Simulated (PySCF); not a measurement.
**Electronic structure of Zn⁺ (zinc, charge +1) at the UHF level**

Configuration: [Ar] 3d10 4s1, 2S determinant. All numbers are calculated (PySCF 2.14, a scalar-relativistic core potential, in cc-pVTZ-PP with ECP10MDF (5s5p4d2f1g, 63 functions)).

* Total energy: -225.676133 hartree
* One-electron energy: -401.5098 hartree
* Hartree (Coulomb) energy: 195.5538 hartree
* Exchange energy: -19.7202 hartree
* ⟨S²⟩: 0.7509
* ⟨L²⟩: 0.000
* Sum of ⟨r⟩: 16.98 bohr
* Sum of ⟨r²⟩: 22.12 bohr²
* Time after the integrals: 0.24 s of wall time on 1 thread of Neoverse-V2 (shared host)

```
shell  electrons  mean orbital energy (hartree)  rms radius, mean of both spins (bohr)
 3s α          1                       -6.21386                                  0.734
 3s β          1                       -6.20606                                  0.734
 3p β          3                       -4.28319                                  0.777
 3p α          3                       -4.28301                                  0.777
 3d α          5                       -1.11078                                  0.995
 3d β          5                       -1.10944                                  0.995
 4s α          1                       -0.62294                                   2.74
```

Energies and moments cover only the electrons outside the core potential.
